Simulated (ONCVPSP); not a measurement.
# Before and after: ONCV potential for Os

| Item | Value |
| --- | --- |
| Element | osmium (Os) |
| Generator | ONCVPSP 4.0.1 |
| Type | optimised norm-conserving Vanderbilt (ONCV) |
| Functional | PBEsol |
| Relativity | scalar-relativistic |
| Frozen core | [Xe] |
| Valence charge | 22 |
| Reference configuration | 4f14 5d6 6s2 |
| Partial waves | 6s: rc 2.55 bohr, ncon 4, nbas 8, qcut 2.6 1/bohr, 2 projectors, debl 0.6 Ha; p scattering state at 0.16 Ha: rc 2.20 bohr, ncon 5, nbas 10, qcut 3.2 1/bohr, 1 projector; 5d: rc 1.65 bohr, ncon 4, nbas 8, qcut 5.2 1/bohr, 2 projectors, debl 2.6 Ha; 4f: rc 0.95 bohr, ncon 4, nbas 9, qcut 16.8 1/bohr, local |
| Local potential | the f channel |
| Core correction | Teter function, fcfact 2.5, rcfact 1.2 |

All-electron outer shells of the reference configuration (PBEsol, scalar-relativistic, ld1.x):

```json
{"shell": "4f", "level (eV)": "-52.02", "outermost node (bohr)": "–", "outermost maximum (bohr)": "0.40"}
{"shell": "5p", "level (eV)": "-50.86", "outermost node (bohr)": "0.55", "outermost maximum (bohr)": "1.03"}
{"shell": "5d", "level (eV)": "-6.29", "outermost node (bohr)": "0.60", "outermost maximum (bohr)": "1.36"}
{"shell": "6s", "level (eV)": "-6.19", "outermost node (bohr)": "1.20", "outermost maximum (bohr)": "2.48"}
```

Change: f: rc 0.92.

Cutoffs: the cutoffs (Ha) at which the residual kinetic energy of the hardest occupied pseudo-wave falls to 1 and 0.1 mHa per electron; they do not see the model core or the augmentation charge, which bear on the density cutoff. Errors are all-electron minus pseudo energies relative to the spin-unpolarised reference configuration.

Q: Predict the effect on cutoff, ghosts and configuration errors.

A: The potential gets harder (133 Ha and 265 Ha → 138 Ha and 378 Ha); both files keep a bound ghost (p, s); the errors of the 4 common tests hardly move. A smaller radius makes the pseudo-wave follow the all-electron one further in, where it bends more sharply, so more plane waves are needed.

| quantity | base | changed |
| --- | --- | --- |
| cutoff, loose | 133 Ha | 138 Ha |
| cutoff, tight | 265 Ha | 378 Ha |
| loose cutoff by channel | s 4.3 Ha, d 23 Ha, f 133 Ha | s 4.3 Ha, d 23 Ha, f 138 Ha |
| bound ghosts | s, p | s, p |
| GHOST(+) flags under 300 eV | d at 244.9 eV | d at 239.8 eV |
| error for 4f14 5d6 6s1, meV [ΔE 9.62 eV] | -7.2 | -7.2 |
| error for 4f14 5d6 6s0, meV [ΔE 26.56 eV] | -12 | -12 |
| error for 4f14 5d5 6s0, meV [ΔE 55.44 eV] | +12 | +12 |
| error for 4f13 5d7 6s1, meV [ΔE 60.03 eV] | -648 | -697 |
| s: phases at 2.60 bohr within 0.05 rad from the reference energy up to (Ha; the scan ends near 5) | 2.1 | 2.1 |
| p: phases at 2.23 bohr within 0.05 rad from the reference energy up to (Ha; the scan ends near 5) | 0.5 | 0.5 |
| d: phases at 1.68 bohr within 0.05 rad from the reference energy up to (Ha; the scan ends near 5) | to the end of the scan | to the end of the scan |
| rms error of d²Exc/dni dnj with the model core, mHa | 8.36 | 8.46 |

 A true bound ghost makes a file unfit for plane-wave use even where its test errors are small: the radial tests pick states by their node count and pass the ghost by.
